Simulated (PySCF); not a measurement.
`C1N([SiH2]OCC)CCC1`. Method used: PBE0-D3(BJ)/def2-SVP geometry optimisation, gas phase in PySCF.

```
atom  x, y, z in Å
C1     2.2424    0.4659    1.2310
C2     2.8112    0.1245   -0.1320
O3     2.1728    0.8374   -1.1614
Si4    0.8114    0.2836   -1.9543
N5    -0.5555   -0.0101   -0.9477
C6    -0.9887   -1.3134   -0.4616
C7    -2.4200   -1.0658   -0.0021
C8    -2.3191    0.3347    0.5919
C9    -1.3806    1.0549   -0.3782
H10    1.1855    0.1657    1.2999
H11    2.8014   -0.0451    2.0302
H12    2.3007    1.5508    1.4062
H13    2.7447   -0.9692   -0.3053
H14    3.8844    0.3789   -0.1656
H15    0.5107    1.3761   -2.9173
H16    1.1183   -1.0246   -2.6106
H17   -0.9151   -2.0824   -1.2473
H18   -0.3790   -1.6678    0.3962
H19   -3.0968   -1.0626   -0.8725
H20   -2.7826   -1.8226    0.7090
H21   -3.2878    0.8431    0.7037
H22   -1.8566    0.2798    1.5914
H23   -1.9539    1.5751   -1.1692
H24   -0.7781    1.8230    0.1380
```

(1) What is the longest distance between nuclei?

(2) How far apart are these pairs, which share no bond: C2···C7, O3···C6, Si4···H19, N5···H24, H10···H16, H17···H22?

(3) What is the repulsion energy of the bare nuclei, Σ ZA·ZB/RAB?

(4) How far are the heavy atoms from their best plane (unweighted least squares)?

(5) Give the dihedral angles Si4–N5–C6–C7, Si4–N5–C6–H17, O3–Si4–N5–C9, N5–C6–C7–H20, H15–Si4–N5–C6.

(6) Write the matrix of distances between heavy atoms (Å, lower triangle).

## Answers

(1) H14···H21, 7.24 Å; the next longest distance is 7.16 Å.

(2) C2···C7 5.366 Å (5 bonds apart); O3···C6 3.887 Å (3 bonds apart); Si4···H19 4.273 Å (4 bonds apart); N5···H24 2.142 Å (2 bonds apart); H10···H16 4.088 Å (5 bonds apart); H17···H22 3.811 Å (4 bonds apart).

(3) 580.05 Eh over 276 pairs, with full nuclear charges and distances in bohr; the largest single term is 35.49 Eh (O3 with Si4).

(4) 0.679 Å rms; C1 0.02, C2 0.43, O3 0.37, Si4 0.05, N5 0.01, C6 1.19, C7 0.69, C8 0.68, C9 1.21 Å (magnitudes).

(5) Si4–N5–C6–C7 -164° (antiperiplanar); Si4–N5–C6–H17 -42° (synclinal); O3–Si4–N5–C9 75° (synclinal); N5–C6–C7–H20 -159° (antiperiplanar); H15–Si4–N5–C6 143° (anticlinal). Dihedral signs follow IUPAC: positive where, seen along the central bond, the front bond turns clockwise onto the rear one.

(6) 
```
C1    0.000
C2    1.516  0.000
O3    2.422  1.406  0.000
Si4   3.497  2.710  1.670  0.000
N5    3.578  3.467  2.865  1.723  0.000
C6    4.058  4.076  3.887  2.832  1.457  0.000
C7    5.060  5.366  5.105  4.009  2.342  1.524  0.000
C8    4.608  5.185  4.848  4.036  2.366  2.366  1.525  0.000
C9    4.008  4.301  3.645  2.808  1.463  2.402  2.391  1.530  0.000
```

No frequency check. One conformer, not necessarily the lowest.

Hardware: one thread, AMD EPYC (x86_64), shared host. Cost: 24 min wall, 0.95 GiB resident at most. This is the geometry optimisation.
